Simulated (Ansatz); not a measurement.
Basis-set extrapolation for BH$_{3}$O$_{2}$S (`OB(O)S`) (PBE0-D4/def2-TZVP geometry, frozen core, Ansatz). Multiplicity 1, RHF reference.

```csv
,def2-TZVPP,def2-QZVPP
HF,-573.924029,-573.943679
MP2 correlation,-0.752194,-0.813950
CCSD(T) correlation,-0.807511,-0.865804
```

Energies in hartree. Use E(X) = E(∞) + A·exp(−7.88·√X) for Hartree–Fock and E(X) = E(∞) + B·X^(−2.97) for correlation, with X = 3 and 4.

Problem. What is the CCSD(T) energy at the basis-set limit?

Solution. HF limit: -573.943679 + (-0.019650) × 0.13774 = -573.94639. Correlation limit: -0.865804 + (-0.058293) × 0.74074 = -0.90898. Total: -574.85537 hartree, 3.37 eV below CCSD(T)/def2-TZVPP.
